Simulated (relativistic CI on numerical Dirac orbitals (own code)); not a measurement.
# Hyperfine structure of Pr10+, mass number 141

Method of calculation: Dirac-Coulomb-Breit CI, separate exchange-only KLI orbitals for each configuration, model QED, unscaled Slater integrals (own radial code, finite nucleus).

Configuration list (outside the closed core [Kr] 4d10): 5s²5p, 5s²4f, 5s5p², 5s4f², 5s5p4f, 5s²5d, 5p³, 5p²4f, 5s5p5d, 5s²5f, 5s²5g, 5s5p5f, 5p4f5d, 5p4f², 4f³, 4f²5d, 4f²5f, 5s4f5d, 4f5d², 5p5d², 5d³, 5d²5f. Double excitations out of closed p, d and f shells are left out; levels of such configurations are missing from the list, as are those of other unlisted configurations, and high levels can miss mixing partners. Some configurations lack a partner that the ground configuration has and come out too high, among them 5s²5g.

Nuclear spin I = 5/2, μ = 4.266 μN, Q = -0.0589 b (tables of Stone and Pyykkö). The electronic factors are computed for point nuclear moments, without core polarisation or the Bohr-Weisskopf and QED corrections.

```json
{"Level": "5s²5p ²P°1/2", "E (cm⁻¹)": "0.0", "A (GHz)": "45.75", "B (GHz)": ""}
{"Level": "5s²4f ²F°5/2", "E (cm⁻¹)": "9185.2", "A (GHz)": "1.453", "B (GHz)": "-0.0513"}
{"Level": "5s²4f ²F°7/2", "E (cm⁻¹)": "12313.7", "A (GHz)": "0.8264", "B (GHz)": "-0.0584"}
{"Level": "5s²5p ²P°3/2", "E (cm⁻¹)": "38312.5", "A (GHz)": "6.926", "B (GHz)": "-0.438"}
{"Level": "5s5p4f ⁴G5/2", "E (cm⁻¹)": "141402.2", "A (GHz)": "-4.854", "B (GHz)": "0.0687"}
{"Level": "5s5p4f ⁴F7/2", "E (cm⁻¹)": "144965.0", "A (GHz)": "9.355", "B (GHz)": "0.15"}
{"Level": "5s5p² ⁴P1/2", "E (cm⁻¹)": "147020.5", "A (GHz)": "114.9", "B (GHz)": ""}
{"Level": "5s5p4f ⁴F3/2", "E (cm⁻¹)": "147539.2", "A (GHz)": "-35.06", "B (GHz)": "0.111"}
```

Levels with J = 0, under 50 % of one LS term, or S terms without an open s electron are left out. Small factors come from cancelling terms and can be off by tens of per cent or more.

At this charge transitions that keep the count of f electrons are usually good to a few per cent. Levels and lines within the n = 5 or 6 shells can be off by up to 10 % or somewhat more, and those that change n by about 2 %, since core polarisation is missing. Levels that differ in their count of f electrons can be misplaced by several ten thousand cm⁻¹, since the correlation energy of f electrons is missing or only estimated; rates across such gaps can be off by orders of magnitude.

(1) Give the hyperfine levels of 5s²5p ²P°1/2 relative to its centre of gravity.

## Answers

(1) With K = F(F + 1) − I(I + 1) − J(J + 1), E = AK/2: F = 2: -80.06, F = 3: 57.19 GHz.

LS names give the leading component of a level, which can be under half, so a name can repeat, a term be missing and a line seem to break the LS rules.
